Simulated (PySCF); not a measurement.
Species: C2H8Cl2Si2.
Z-matrix (Å and degrees, GFN2-xTB geometry), rows numbered from 1:
```
C 
Si  1  1.8995
Si  2  2.3274  1  109.62
Cl  3  2.0383  2  113.29  1   -59.50
C   3  1.9202  2  110.12  1  -175.71
Cl  5  1.7858  3  108.93  2   -58.02
H   1  1.0865  2  111.22  3    57.44
H   1  1.0859  2  111.39  3   177.46
H   1  1.0866  2  111.40  3   -62.50
H   2  1.4727  1  108.32  3  -122.18
H   2  1.4675  1  108.91  3   121.59
H   3  1.4678  2  118.05  1    63.81
H   5  1.0886  3  112.89  2    59.98
H   5  1.0886  3  113.44  2  -176.49
```

Computed at PBE0/pcSseg-1 (PySCF, non-relativistic), with Q(35Cl) = −0.0817 b: Cl4, 35Cl (I = 3/2): χzz = -40.74 MHz, η = 0.071; Cl6, 35Cl (I = 3/2): χzz = -76.73 MHz, η = 0.038.

(1) Where would the pure quadrupole (NQR) lines of 35Cl at Cl4 fall for the rigid, isolated species?

(2) Where would the pure quadrupole (NQR) lines of 35Cl at Cl6 fall for the rigid, isolated species?

(3) Apply the simplest Townes–Dailey estimate (no s hybridisation, no π bonding), ionic character = 1 − χzz/χ0, where χ0 is the coupling for one missing p electron along the bond: −109.74 MHz for 35Cl.

Answers

(1) From ν = (|χ|/2)√(1 + η²/3): ν = 20.39 MHz (silicon-bound chlorine). For 37Cl the ratio of quadrupole moments, 0.7881, gives 16.07 MHz.

(2) From ν = (|χ|/2)√(1 + η²/3): ν = 38.38 MHz (alkyl chlorine). For 37Cl the ratio of quadrupole moments, 0.7881, gives 30.24 MHz.

(3) Cl4 on Si3: 1 − (-40.74)/(-109.74) = 0.63; Cl6 on C5: 1 − (-76.73)/(-109.74) = 0.30. In this model a purely covalent bond gives χ0 and a free halide ion gives zero; s hybridisation or π bonding, where present, is counted here as ionic character.

In a crystal, neighbours and librations shift these lines. GFN2-xTB bond lengths can be off by several hundredths of an ångström, more for odd bonds, and the gradients follow them. A larger basis could move these couplings by a tenth or more.

One conformer stands for the species.
